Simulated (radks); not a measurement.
Dynamic dipole polarisability and lines of the barium ion Ba+, [Xe] 6s1. Code: a radial shooting solver on a logarithmic mesh with Libxc functionals. Model: scalar-relativistic Kohn-Sham, PBE, spin-polarised, spherical densities, finite nucleus; open shells are filled with parallel spins first (spin-orbit coupling, left out, can overturn this in heavy ions); Fermi nuclear charge, rms radius of each element as measured or else 0.836 A^(1/3) + 0.57 fm. Time-dependent linear response with the Hartree and adiabatic LDA kernel, continuum included through the Sternheimer equations, no spin-orbit coupling, so fine structure and intercombination lines are absent. Lines are the poles of the dipole polarisability below minus the highest occupied eigenvalue, found on a grid refined at the orbital gaps; the lowest seven at most are given, and weak or close lines can be missed. The first line takes the name of the lowest orbital gap if no other gap lies below it; otherwise a line is named after a gap within 0.6 % of it, if that gap stands alone.

photon energy (eV),alpha (bohr^3)
0,118.4
0.129,118.6
0.646,124.9
1.162,142.9
1.679,186.2
2.195,328.7
2.712,-10630
3.228,-237.4
3.745,-104.5
4.261,-60.30
4.778,-38.60
5.294,-25.83
5.811,-17.07
6.327,-11.80
6.844,-7.350

Lines (eV, oscillator strength): 2.698 (459.5 nm, 6s-6p), f = 1.06. Higher lines, where found, are left out when the end of the mesh affects them. Those listed give 91 % of the static polarisability (sum of f/w^2). Orbital energy gaps for comparison: 6s-6p 2.644 eV; 6s-7p 5.996 eV; 6s-8p 6.931 eV; 6s-9p 7.286 eV. At laser wavelengths: 1550 nm 128.8, 1064 nm 143.0, 780 nm 175.5, 532 nm 433.9, 355 nm -147.5, 266 nm -42.46, 193 nm -10.88 bohr^3. Measured terms reached by dipole lines (averaged over J; NIST Handbook of Basic Atomic Spectroscopic Data, eV): 6s-6p 2.652; 6s-7p 6.175; those above the model threshold have no computed partner.
